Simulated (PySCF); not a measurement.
Cl2I2Si. Atoms are numbered in the order given.

```xyz
5

Cl     0.0000     1.6733     1.8996
Si     0.0000     0.0000     0.6902
Cl     0.0000    -1.6733     1.8996
I     -2.0148     0.0000    -0.7005
I      2.0148     0.0000    -0.7005
```

The structure is a stationary point at PBE-D3(BJ)/def2-SVP. The def2 effective core potentials stand for the cores of I; spin–orbit coupling is left out.

Computed with PBE-D3(BJ)/def2-SVP (PySCF).

Frequencies are harmonic and unscaled.

Computed normal modes with their intensities:
| mode | ν (cm⁻¹) | IR (km/mol) | moving atoms (share of kinetic energy) |
|---|---|---|---|
| 1 | 76 | 0.0 | I 72 %, Cl 23 % |
| 2 | 100 | 0.0 | Cl 84 %, I 16 % |
| 3 | 140 | 2.2 | Cl 60 %, I 39 % |
| 4 | 148 | 0.8 | Cl 65 %, Si 24 %, I 11 % |
| 5 | 150 | 1.0 | Cl 64 %, I 35 % |
| 6 | 265 | 6.0 | Cl 56 %, Si 23 %, I 20 % |
| 7 | 423 | 167.6 | Si 90 %, I 9 % |
| 8 | 538 | 144.5 | Si 63 %, Cl 36 % |
| 9 | 589 | 120.5 | Si 65 %, Cl 35 % |
